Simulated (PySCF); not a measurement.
lithium atom (Li), doublet. Base run: B3LYP/def2-SV(P) (PySCF).

Geometry (Å):
```xyz
1

Li     0.0000     0.0000     0.0000
```
Charge 0, spin multiplicity 2.
Orbitals are unrestricted.
All else is at PySCF's defaults.
Base energy -7.48498 Eh.

Each row names what was changed in the base input (with any setting that the change needs).

```json
[
 {"change": "base", "ΔE vs base (µEh)": "0.0", "grid points": "13728", "electrons on the grid": "3.00000"},
 {"change": "grids.atom_grid = (50, 194)", "ΔE vs base (µEh)": "0.0", "grid points": "6304", "electrons on the grid": "3.00000"},
 {"change": "grids.atom_grid = (150, 974)", "ΔE vs base (µEh)": "0.0", "grid points": "74704", "electrons on the grid": "3.00000"},
 {"change": "grids.level = 1", "ΔE vs base (µEh)": "0.1", "grid points": "5088", "electrons on the grid": "3.00000"},
 {"change": "grids.atom_grid = (99, 590)", "ΔE vs base (µEh)": "0.0", "grid points": "30368", "electrons on the grid": "3.00000"},
 {"change": "grids.radi_method = gauss_chebyshev", "ΔE vs base (µEh)": "0.0", "grid points": "12104", "electrons on the grid": "3.00000"},
 {"change": "grids.radi_method = mura_knowles", "ΔE vs base (µEh)": "0.0", "grid points": "11960", "electrons on the grid": "3.00000"},
 {"change": "grids.level = 7", "ΔE vs base (µEh)": "0.0", "grid points": "83288", "electrons on the grid": "3.00000"},
 {"change": "grids.prune = off", "ΔE vs base (µEh)": "0.0", "grid points": "22656", "electrons on the grid": "3.00000"},
 {"change": "grids.level = 0", "ΔE vs base (µEh)": "-3536", "grid points": "1080", "electrons on the grid": "3.00239"},
 {"change": "grids.prune = dft.gen_grid.sg1_prune", "ΔE vs base (µEh)": "0.0", "grid points": "6192", "electrons on the grid": "3.00000"}
]
```

Open shells are given as the SCF converged; they aren't shown to be the lowest states, and a large step between rows can be another state.
